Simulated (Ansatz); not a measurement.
One change: `OC(O)(O)O` becomes `[OH][Ge]([OH])([OH])[OH]`.

Ansatz, PBE0-D4/def2-TZVP geometries, multiplicity 1. Each molecule was computed in one conformer, which needn't be the lowest.

Scalar relativity is left out up to krypton.

```
                                                                                  property  `OC(O)(O)O`
                                                     LUMO energy (ωB97M-V/def2-TZVPP) / eV         2.29
                                        size of the dipole moment (ωB97M-V/def2-TZVPP) / D         0.00
                                                       LUMO energy (B3LYP/def2-TZVPP) / eV         0.46
ideal-gas entropy at 298 K and 1 bar (rigid rotor, harmonic PBE0-D4/def2-TZVP) / J/(mol·K)          299
                                                      HOMO–LUMO gap (PBE0/def2-TZVPP) / eV         9.68
                                                   HOMO–LUMO gap (ωB97M-V/def2-TZVPP) / eV        13.59
```

(1) Give the same properties after the change, and the shifts. (Estimate.)

Results:

(1) Computed: 
| property | `[OH][Ge]([OH])([OH])[OH]` | shift |
| --- | --- | --- |
| LUMO energy (ωB97M-V/def2-TZVPP) / eV | 1.39 | -0.90 |
| size of the dipole moment (ωB97M-V/def2-TZVPP) / D | 0.00 | 0.00 |
| LUMO energy (B3LYP/def2-TZVPP) / eV | -0.68 | -1.14 |
| ideal-gas entropy at 298 K and 1 bar (rigid rotor, harmonic PBE0-D4/def2-TZVP) / J/(mol·K) | 352 | 53 |
| HOMO–LUMO gap (PBE0/def2-TZVPP) / eV | 8.94 | -0.74 |
| HOMO–LUMO gap (ωB97M-V/def2-TZVPP) / eV | 13.09 | -0.50 |

With PBE0 the HOMO falls by 0.43 eV and the LUMO falls by 1.17 eV, so the gap narrows by about 0.74 eV. PBE moves the HOMO by -0.46 eV and ωB97M-V by -0.39 eV.

B3LYP here is the variant with VWN-RPA as its local correlation; programs differ in this.
